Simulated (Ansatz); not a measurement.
The cluster Mg₃O₄⁻, relaxed as a doublet with UKS PBE0-D4/def2-SVPD in Ansatz, starting from the GFN1-xTB geometry. Force threshold 0.02 eV/Å.

The structure holds one bond between oxygen atoms, so isomers without such links may lie far lower. The highest occupied level of the charge -1 doublet lies above zero (up to 0.30 eV). The electron is either unbound and held by the finite basis, or the level is raised by self-interaction error. Another isomer (doublet) lies 0.08 eV lower at PBE0-D4/def2-TZVPD; other spin states weren't run for this one.

Start:

Cartesian coordinates in Å:
```
Mg -0.2470 -0.4434 -1.5387
Mg 1.1707 0.5481 0.8906
Mg -1.5116 -0.1901 0.9869
O -1.8854 -0.7160 -0.7475
O 1.5301 -0.5434 -0.6789
O -0.1816 0.4607 2.1102
O 1.1247 0.8841 -1.0226
```

```csv
step,energy (eV),largest force component (eV/Å),SCF passes
1,-24496.5757,0.749,24
2,-24496.6640,0.291,24
3,-24496.6870,0.153,25
4,-24496.6995,0.102,29
5,-24496.7013,0.085,28
6,-24496.7048,0.055,26
7,-24496.7067,0.064,26
8,-24496.7067,0.099,30
9,-24496.7083,0.045,25
10,-24496.7085,0.050,26
11,-24496.7087,0.005,26
```

Force components are those of the run's own axes.

End:

Cartesian coordinates in Å:
```
Mg -0.189 -0.442 -1.605
Mg 1.040 0.491 0.806
Mg -1.715 -0.204 1.167
O -1.751 -0.651 -0.635
O 1.631 -0.541 -0.753
O -0.237 0.447 2.121
O 1.222 0.901 -1.102
```

By distances, no bond broke or formed. The bond that changes most is Mg1–O5, from 1.98 to 2.01 Å (atoms count from 1).

No frequencies were taken in this run, so the end may be a saddle point.

It took 2.9 min on 4 threads of AMD EPYC on a shared host, peak host memory 0.57 GiB.
